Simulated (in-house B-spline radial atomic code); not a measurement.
**RPA and G0W0 on LDA VWN5: Mn+**

Configuration [Ar] 3d5 4s1, highest spin, mean-field start LDA VWN5. Computed with an all-electron radial atomic-structure program (B-spline basis): all electrons, non-relativistic, point nucleus, each spin shell either full or empty, empty states to l = 9 with an (l + 1/2)⁻⁴ tail; G0W0 by contour deformation at full frequency.

Command:
```bash
python run_gw.py task.json out
```
Settings (radii: box in bohr, nucleus in fm):
```
Z                        25
electrons                24
configuration            [Ar] 3d5 4s1
hamiltonian              nr
method                   lda,vwn
lmax                     9
spin_polarised           True
box_radius               23.78
intervals                52
ion_configuration        [Ar] 3d5
```

Cost of the run: 7 s on 1 thread of Arm Neoverse N1, with other jobs on the host.

Energies (hartree):

| term | value |
| --- | --- |
| mean-field total | -1148.36892 |
| Hartree-Fock functional on these orbitals | -1149.61472 |
| direct second order | -1.9264 |
| second-order exchange | 0.6451 |
| SOSEX correction | 0.57299 |

(1) What is the RPA correlation energy, and what remains with SOSEX?

Quasi-particle levels (eV):

```
  level  occupied  mean field  Σx - vxc     Σc  QP weight    G0W0
  4s up       yes     -12.695     -2.43      ?          ?       ?
3d down        no     -12.112     12.63  -7.23      0.762  -6.712
```

G0W0 = mean field + (Σx - vxc) + Σc, with Σc (partial-wave tail included) taken at the quasi-particle energy. Only the outer levels were computed. Levels of low weight are left out.

(2) Where does G0W0 put 4s up?

(3) What does it cost to remove one electron (to [Ar] 3d5) by differences of total energies, each species on its own start (correlation terms add to the Hartree-Fock functional)?

Answers

(1) RPA gives -1.6219 hartree (-1.84 eV per electron); RPA + SOSEX gives -1.0489, and the second-order doubles -1.2813 hartree (no singles). RPA lacks exchange-type terms and so overcorrelates at short range.

(2) At -16.307 eV, with Σc = -1.18 eV and a quasi-particle weight of 0.923. The tabulated removal energy is 15.640 eV (NIST, measured); the calculation leaves out relativity, Breit and QED terms, and what these don't explain is the method's own error.

(3) LDA VWN5 16.324 eV, Hartree-Fock functional 14.542 eV, + RPA 16.104 eV, + RPA + SOSEX 15.289 eV, + second order 15.986 eV. Tabulated: 15.640 eV (NIST, measured); the calculation leaves out relativity, Breit and QED terms, and what these don't explain is the method's own error.
